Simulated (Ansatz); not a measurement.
Au₉⁺. Total charge 1; singlet. Geometry PBE0-D4/def2-SVP.

Cartesian coordinates in Å:
```
Au 0.0044 0.3291 -2.0048
Au -1.7300 0.3539 0.3202
Au 0.5698 -0.4438 1.8965
Au -0.1625 -1.9967 -0.3316
Au -0.8583 1.8179 2.4425
Au 2.0333 2.0315 -2.0794
Au 1.6792 -2.7975 1.3969
Au -2.2682 -1.1774 -1.8643
Au 0.7322 1.8830 0.2241
```

In the def2 sets Au takes a core potential; there is no spin–orbit coupling. The structure comes from a short search, and lower isomers may exist.

Estimate the orbital energies around the gap (eV) in Ansatz with HF/def2-TZVP, PBE-D4/def2-TZVP, r2SCAN-D4/def2-TZVP, B97M-V/def2-TZVP, PBE0-D4/def2-TZVP.


```
orbital  HF/def2-TZVP  PBE-D4/def2-TZVP  r2SCAN-D4/def2-TZVP  B97M-V/def2-TZVP  PBE0-D4/def2-TZVP
 HOMO−9        -15.06            -10.49               -10.69            -10.68             -11.77
 HOMO−8        -14.78            -10.47               -10.66            -10.68             -11.77
 HOMO−7        -14.56            -10.36               -10.55            -10.46             -11.55
 HOMO−6        -14.55            -10.31               -10.49            -10.40             -11.48
 HOMO−5        -14.52            -10.22               -10.40            -10.39             -11.47
 HOMO−4        -14.48            -10.09               -10.26            -10.29             -11.34
 HOMO−3        -13.97             -9.91               -10.03            -10.02             -11.03
 HOMO−2        -11.93             -9.90               -10.02             -9.97             -10.83
 HOMO−1        -11.68             -9.89               -10.01             -9.90             -10.73
   HOMO        -11.05             -9.89                -9.99             -9.80             -10.56
   LUMO         -3.64             -7.63                -7.49             -7.36              -6.80
 LUMO+1         -3.56             -7.51                -7.33             -7.23              -6.66
 LUMO+2         -3.24             -7.37                -7.21             -7.07              -6.47
 LUMO+3         -3.22             -7.31                -7.17             -7.03              -6.43
 LUMO+4         -3.22             -7.21                -7.03             -6.94              -6.34
 LUMO+5         -1.76             -4.95                -4.71             -4.94              -4.22
```
